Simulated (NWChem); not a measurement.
# C₂H₅BO₂; SMILES BOC(C)=O

```xyz
10

B     -0.0626    -2.0109    -0.1475
H      0.9649    -2.1163    -0.7421
H     -0.7460    -2.9366     0.1691
O     -0.5618    -0.7782     0.1828
C      0.1506     0.4026    -0.0044
C     -0.7882     1.5761    -0.0963
O      1.3502     0.4406    -0.0437
H     -0.2185     2.4958    -0.2316
H     -1.3917     1.6384     0.8157
H     -1.4822     1.4359    -0.9322
```
Atoms are numbered in this order, from 1.

Computed with NWChem. Pople sets run with spherical d functions. Coordinates come from a B3LYP/6-31G* (spherical d) optimisation.

| atom | ESP charge (e) | Mulliken charge (e) |
|---|---|---|
| B1 | 0.644 | 0.39 |
| H2 | -0.173 | -0.04 |
| H3 | -0.182 | -0.06 |
| O4 | -0.562 | -0.61 |
| C5 | 0.927 | 0.80 |
| C6 | -0.427 | -0.58 |
| O7 | -0.595 | -0.54 |
| H8 | 0.114 | 0.22 |
| H9 | 0.131 | 0.22 |
| H10 | 0.124 | 0.21 |

**Question.** Find the dipole moment that each set of point charges gives, and compare with the Hartree-Fock/6-31G* density's own.

**Answer.** 
1. μ = Σ q r × 4.8032 D/(e Å). ESP charges give (-2.28, 0.76, -0.35) D, of length 2.42 D.
2. Mulliken charges give (-2.35, 1.60, -0.67) D, of length 2.9 D.
3. The density's dipole is 2.39 D: the ESP set is off by 0.03 D in length and the Mulliken set by 0.5 D. ESP charges are fitted to the potential outside the molecule; Mulliken charges are a partition of the basis functions.
